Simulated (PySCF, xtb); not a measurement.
C3H7NSi, SMILES C#C[SiH2]CN.

xtb with GFN2-xTB at its own geometry gives an orbital gap of 4.05 eV and a dipole moment of 1.20 D.

Coordinates come from a B3LYP-D3(BJ)/def2-SVP optimisation. The structure was generated by enumeration, and PubChem lists no compound with its InChIKey, so it may never have been made. Other conformers were not sampled.

Task: What does PySCF with PBE/def2-TZVP give? (An estimate is asked for; the answer gives what the named calculation found.)

Result: gap 4.42 eV (levels -5.49 and -1.07 eV), dipole 1.69 D.
